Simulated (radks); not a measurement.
Initial-state core-level shifts of neutral indium when its valence configuration changes from [Kr] 4d10 5s2 5p1. Calculated with a radial shooting solver on a logarithmic mesh with Libxc functionals: scalar-relativistic Kohn-Sham, LDA (Slater exchange, Perdew-Wang correlation), spin-polarised, spherical densities, finite nucleus; open shells are filled with parallel spins first (spin-orbit coupling, left out, can overturn this in heavy ions); Fermi nuclear charge, rms radius 4.6156 fm. Shifts are changes of the shell-averaged eigenvalues in eV (positive: less bound); the change of the density at the nucleus, which sets a Mossbauer isomer shift, is in e/bohr^3, on a base of 1.788e+05.

| valence | 1s | 2p | 3s | 3d | density at nucleus |
|---|---|---|---|---|---|
| 4d9 5s2 5p2 | -7.089 | -7.405 | -7.226 | -7.272 | +16.61 |
| 4d10 5p3 | -2.884 | -2.811 | -2.864 | -2.854 | -61.08 |
| 4d10 5s1 5p2 | -1.361 | -1.325 | -1.354 | -1.349 | -29.44 |
| 4d8 5s2 5p3 | -14.331 | -15.032 | -14.601 | -14.706 | +33.88 |
| 4d9 5s1 5p3 | -8.205 | -8.497 | -8.349 | -8.391 | -18.31 |
| 4d9.5 5s0.5 5p3 | -5.494 | -5.597 | -5.558 | -5.572 | -40.92 |
| 4d9.5 5s1.5 5p2 | -4.185 | -4.319 | -4.252 | -4.271 | -7.43 |
| 4d8.5 5s1.5 5p3 | -11.233 | -11.724 | -11.443 | -11.515 | +6.78 |
| 4d8 5p5 | -17.300 | -17.951 | -17.562 | -17.662 | -48.63 |
